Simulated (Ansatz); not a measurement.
A nudged elastic band was laid between two geometries of Cl₄F₂HTa (8 atoms, charge 0, multiplicity 1).

These are results of RKS LDA/def2-SVP in Ansatz 0.2.0, not measurements.

```
movable images  : 5
climbing image  : yes
spring          : 5.0 eV/Å²
optimiser       : quadratic models (default)
start path      : through a guess of the saddle point
force threshold : 0.03 eV/Å
iteration limit : 60
end points      : relaxed
```

First end point:

```xyz
8
Properties=species:S:1:pos:R:3
Ta -0.054 0.017 0.122
F 1.770 -0.441 0.339
Cl -0.263 -0.306 2.410
Cl 0.480 0.553 -2.070
Cl -1.746 1.577 0.134
F -0.915 -1.550 -0.317
Cl 1.349 2.296 0.784
H 2.431 1.551 0.821
```

Last end point:

```xyz
8
Properties=species:S:1:pos:R:3
Ta -0.140 0.440 0.187
F 1.983 -0.329 0.393
Cl -0.293 -0.055 2.444
Cl 0.446 0.794 -2.024
Cl -2.189 1.367 0.024
F -0.355 -1.363 -0.191
Cl 1.298 2.266 0.773
H 2.302 0.576 0.619
```

**Question.** Which bonds break or form, and what moves?

**Answer.** Bonds broken: Cl7–H8. Bonds formed: F2–H8.

**Question.** What energy profile does the band end with?

**Answer.** The forces met the threshold. The highest image is number 3 of 0 to 6, 12.3 kJ/mol above the first end and 13.4 kJ/mol above the last; the last end lies 1.1 kJ/mol below the first. A vibrational analysis at the climbing image gives one clearly imaginary mode, 248i cm⁻¹: a first-order saddle point. The orbitals stay closed-shell, which can raise the energy where a bond breaks towards radicals; this wasn't checked here.

```json
{"image": "0", "path coordinate (Å)": "0.00", "energy (kJ/mol)": "0.0", "Cl7–H8 (Å)": "1.31", "F2–H8 (Å)": "2.15"}
{"image": "1", "path coordinate (Å)": "0.29", "energy (kJ/mol)": "1.0", "Cl7–H8 (Å)": "1.33", "F2–H8 (Å)": "1.83"}
{"image": "2", "path coordinate (Å)": "0.58", "energy (kJ/mol)": "5.6", "Cl7–H8 (Å)": "1.37", "F2–H8 (Å)": "1.51"}
{"image": "3", "path coordinate (Å)": "0.87", "energy (kJ/mol)": "12.3", "Cl7–H8 (Å)": "1.53", "F2–H8 (Å)": "1.20"}
{"image": "4", "path coordinate (Å)": "1.16", "energy (kJ/mol)": "6.4", "Cl7–H8 (Å)": "1.76", "F2–H8 (Å)": "1.04"}
{"image": "5", "path coordinate (Å)": "1.45", "energy (kJ/mol)": "0.9", "Cl7–H8 (Å)": "1.90", "F2–H8 (Å)": "1.00"}
{"image": "6", "path coordinate (Å)": "1.74", "energy (kJ/mol)": "-1.1", "Cl7–H8 (Å)": "1.97", "F2–H8 (Å)": "0.99"}
```

**Question.** What is the geometry of the highest image?

**Answer.** 
```xyz
8
Properties=species:S:1:pos:R:3
Ta -0.067 0.241 0.155
F 1.930 -0.240 0.417
Cl -0.235 -0.267 2.403
Cl 0.557 0.590 -2.041
Cl -1.862 1.612 0.099
F -0.761 -1.417 -0.286
Cl 1.381 2.260 0.803
H 2.109 0.918 0.674
```

**Question.** What are the harmonic wavenumbers there?

**Answer.** 248i, 46, 100, 108, 141, 145, 165, 206, 223, 289, 373, 391, 415, 470, 706, 806, 1037, 1395 cm⁻¹.

Run time: 2 min on 4 threads of Arm Neoverse V2 (shared host), peak memory 0.23 GiB.
